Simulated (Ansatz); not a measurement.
The same molecule with X = B, Al, Ga, In. Ansatz, PBE0-D4/def2-TZVP geometries, multiplicity 1. Each molecule was computed in one conformer, which needn't be the lowest.

Elements past krypton have def2 core potentials. Scalar relativity is left out up to krypton.

```
 X                   molecule  mean X–O bond length / Å  mean X–S bond length / Å  HOMO energy (B3LYP/def2-TZVPP) / eV  HOMO–LUMO gap (B3LYP/def2-TZVPP) / eV  HOMO–LUMO gap (PBE/def2-TZVPP) / eV
 B             `OB(S)O[SiH3]`                     1.355                     1.836                                -7.47                                   7.08                                 5.44
Al  `[OH][Al]([SH])[O][SiH3]`                     1.678                     2.173                                -7.56                                   6.60                                 5.07
Ga  `[OH][Ga]([SH])[O][SiH3]`                     1.777                     2.172                                -7.74                                   6.32                                 4.71
```

Problem. Give the row for X = In, `[OH][In]([SH])[O][SiH3]`. (Best estimate.)

Solution. The calculation gave: 
| X | molecule | mean X–O bond length / Å | mean X–S bond length / Å | HOMO energy (B3LYP/def2-TZVPP) / eV | HOMO–LUMO gap (B3LYP/def2-TZVPP) / eV | HOMO–LUMO gap (PBE/def2-TZVPP) / eV |
| --- | --- | --- | --- | --- | --- | --- |
| In | `[OH][In]([SH])[O][SiH3]` | 1.973 | 2.350 | -7.79 | 5.44 | 3.84 |

From B to In the mean X–O bond length rises at each step, by 0.618 Å in all; the mean X–S bond length isn't monotonic: highest at In, lowest at B; the HOMO energy (B3LYP/def2-TZVPP) falls at each step, by 0.32 eV in all; the HOMO–LUMO gap (B3LYP/def2-TZVPP) falls at each step, by 1.64 eV in all; the HOMO–LUMO gap (PBE/def2-TZVPP) falls at each step, by 1.60 eV in all. Bonds lengthen as the atom grows down the group.

Positive LUMOs are unbound, so they and the gaps depend on the basis.

B3LYP here is the variant with VWN-RPA as its local correlation; programs differ in this.
